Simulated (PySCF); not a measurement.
**Ionisation energy of Hf(66+) by level of theory**

Hf(66+) [He] 2s2 2p2 (3P) → Hf(67+) [He] 2s2 2p1 (2P), as a difference of total energies. All numbers are calculated (PySCF 2.14, scalar relativity by spin-free X2C-1e, in an even-tempered Gaussian basis (18 s from 44 bohr⁻², ratio 2.2; 13 p from 57 bohr⁻², ratio 2.2; 5 d from 210 bohr⁻², ratio 2.4; 5 f from 320 bohr⁻², ratio 2.4; 4 g from 480 bohr⁻², ratio 2.4)). Correlated levels: nothing frozen; virtual orbitals above 40 to 60 times the deepest correlated orbital energy dropped. The calculations carry no spin-orbit coupling.

```csv
method,ionisation energy (eV)
UHF,16463.6
LDA,16455.3
PBE,16461.0
PBE0,16462.0
r2SCAN,16467.4
BP86,16463.2
BLYP,16463.1
MP2 (all electrons),16463.6
SCS-MP2 (all electrons),16463.2
```

Spin-orbit coupling is strong in these open shells (close to jj coupling). The scalar numbers leave it out and a first-order estimate fails, so it can dominate the gap to the real levels.

For this ion Breit and QED terms and the two-electron picture change, all absent here, outweigh the differences among the correlated methods.

For comparison: 17280 ± 40 eV (theoretical estimate listed by NIST; NIST Atomic Spectra Database, ionization energies).
